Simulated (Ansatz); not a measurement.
Start from `BN[SiH](C)C` and change one atom or group to get `CO[SiH](C)C`.

Ansatz, PBE0-D4/def2-TZVP geometries, multiplicity 1. Each molecule was computed in one conformer, which needn't be the lowest.

| property | `BN[SiH](C)C` |
| --- | --- |
| LUMO energy (PBE/def2-TZVPP) / eV | -0.96 |
| size of the dipole moment (B3LYP/def2-TZVPP) / D | 1.54 |
| LUMO energy (B3LYP/def2-TZVPP) / eV | -0.24 |
| LUMO energy (PBE0/def2-TZVPP) / eV | 0.00 |
| HOMO–LUMO gap (B3LYP/def2-TZVPP) / eV | 7.67 |
| HOMO energy (B3LYP/def2-TZVPP) / eV | -7.90 |

(1) Give the same properties after the change, and the shifts. (Best estimate.)

## Answers

(1) The calculation gave: 
```csv
property,`CO[SiH](C)C`,shift
LUMO energy (PBE/def2-TZVPP) / eV,0.38,1.34
size of the dipole moment (B3LYP/def2-TZVPP) / D,0.81,-0.73
LUMO energy (B3LYP/def2-TZVPP) / eV,0.88,1.12
LUMO energy (PBE0/def2-TZVPP) / eV,1.20,1.20
HOMO–LUMO gap (B3LYP/def2-TZVPP) / eV,8.44,0.77
HOMO energy (B3LYP/def2-TZVPP) / eV,-7.56,0.34
```

With PBE0 the HOMO rises by 0.35 eV and the LUMO rises by 1.20 eV, so the gap widens by about 0.85 eV. PBE moves the HOMO by 0.59 eV and ωB97M-V by 0.27 eV. Dipoles are sizes alone; their direction can turn.

B3LYP here is the variant with VWN-RPA as its local correlation; programs differ in this.
